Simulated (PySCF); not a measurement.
A calculated (r2SCANh, PySCF 2.14, aug-cc-pVTZ-DK, the spin-free X2C one-electron Hamiltonian (Gaussian nucleus)) atom or ion has these occupied shells.

```tsv
shell	electrons	orbital energy (eV)	rms radius, mean of both spins (bohr)
1s α	1	-55.964	0.673
1s β	1	-55.926	0.673
2p α	1	-2.094	5.04
```

Task: Name the element and its charge.

Result: Li (lithium, neutral), in [He] 2p1, 2P determinant (an excited configuration).
